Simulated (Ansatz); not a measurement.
One change: `CSB(C)Br` becomes `CSB(C)N`.

Ansatz, PBE0-D4/def2-TZVP geometries, multiplicity 1. Each molecule was computed in one conformer, which needn't be the lowest.

Scalar relativity is left out up to krypton.

```
                             property  `CSB(C)Br`
HOMO energy (ωB97M-V/def2-TZVPP) / eV       -9.71
    HOMO energy (PBE/def2-TZVPP) / eV       -6.40
  HOMO energy (B3LYP/def2-TZVPP) / eV       -7.33
  HOMO–LUMO gap (PBE/def2-TZVPP) / eV        4.69
   HOMO energy (PBE0/def2-TZVPP) / eV       -7.56
    LUMO energy (PBE/def2-TZVPP) / eV       -1.71
```

Problem. Give the same properties after the change, and the shifts. (Best estimate.)

Solution. The calculation gave: 
| property | `CSB(C)N` | shift |
| --- | --- | --- |
| HOMO energy (ωB97M-V/def2-TZVPP) / eV | -8.67 | 1.04 |
| HOMO energy (PBE/def2-TZVPP) / eV | -5.29 | 1.11 |
| HOMO energy (B3LYP/def2-TZVPP) / eV | -6.25 | 1.08 |
| HOMO–LUMO gap (PBE/def2-TZVPP) / eV | 5.27 | 0.58 |
| HOMO energy (PBE0/def2-TZVPP) / eV | -6.48 | 1.08 |
| LUMO energy (PBE/def2-TZVPP) / eV | -0.01 | 1.70 |

With PBE0 the HOMO rises by 1.08 eV and the LUMO rises by 1.71 eV, so the gap widens by about 0.63 eV. PBE moves the HOMO by 1.11 eV and ωB97M-V by 1.04 eV.

B3LYP here is the variant with VWN-RPA as its local correlation; programs differ in this.

Spin–orbit coupling is left out; it splits and shifts lone-pair levels of the heavy atoms by tenths of an eV.
